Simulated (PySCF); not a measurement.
# What a mistake does to a calculation on CGe2H9N

Calculated results; nothing here was measured. They come from PySCF 2.14.0, an open-source quantum chemistry program, on an isolated molecule that a program drew, which may never have been made. The molecule is CGe2H9N (charge 0, singlet), drawn as the SMILES string `[CH3][GeH2][NH][GeH3]`.

Each row is a Hartree-Fock (HF) and frozen-core CCSD(T) single point in the cc-pVDZ basis, meant for a local HF minimum. Run 1 is clean. Each other run has one planted mistake out of seven kinds, and not every kind appears here: one electron removed, one electron added, multiplicity raised by two, geometry at a saddle point, minimal basis STO-3G, one bond length entered in bohr, all coordinates scaled. The reference is restricted for singlets and unrestricted otherwise, and also for a bond in bohr. Adding or removing an electron swaps singlet and doublet. Electrons count all cores. HOMO and LUMO are orbital energies over both spins, the gradient is its largest component, and the lowest frequency (negative if imaginary) is given only where the gradient is small. Bond lengths are over the 12 bonds as drawn. T1 is the CCSD diagnostic: over 0.02 (restricted) or 0.045 (unrestricted) a single reference is doubtful. Germanium has the cc-pVDZ-PP basis, with a core potential (ECP10MDF) in place of its 10 inner electrons, and its 3s, 3p and 3d shells are frozen in CCSD(T).

Geometry of the clean run:
```xyz
13
CGe2H9N, angstrom
C     0.1391   -1.1896    0.7328
Ge   -0.8634    0.4421    0.3181
N    -1.3319    0.5541   -1.4602
Ge   -0.4063    1.2850   -2.8662
H     0.3826   -1.2265    1.7975
H    -0.4511   -2.0739    0.4821
H     1.0694   -1.2205    0.1615
H    -0.0110    1.6786    0.6272
H    -2.1571    0.4733    1.1462
H    -2.0821   -0.0572   -1.7330
H     0.5074    0.2634   -3.5648
H     0.4537    2.4226   -2.3119
H    -1.4073    1.8196   -3.8971
```

```
run  electrons  basis functions  <S^2>  HOMO (eV)  LUMO (eV)  gradient (hartree/bohr)  lowest frequency (cm^-1)  mean bond (Å)  longest bond (Å)      T1  HF (hartree)  CCSD(T) (hartree)                          mistake
  1         86              119  0.000      -9.93       3.77                  7.4e-06                        20         1.4659             1.959  0.0105    -684.32039         -684.91902                         no fault
  2         86              119  0.957      -8.15       1.74                  3.7e-02                         -         1.6112             3.703  0.0181    -684.22177         -684.79269  one bond length entered in bohr
  3         86              119  2.010      -2.78       0.34                  7.8e-02                         -         1.4659             1.959  0.0211    -684.12769         -684.71571       multiplicity raised by two
  4         86              119  0.000      -9.82       3.50                  2.7e-02                         -         1.5260             2.040  0.0115    -684.30187         -684.91005                                ?
```

**Which mistake was planted in run 4, and what did it cost?**

The mean and the longest bond both change by the same factor, 1.041, and the gradient is no longer small. So the mistake is: all coordinates scaled. Subtracting run 1 and multiplying by 627.51 kcal/mol a hartree, the energy moved by 11.6 kcal/mol in HF and 5.6 kcal/mol in CCSD(T).

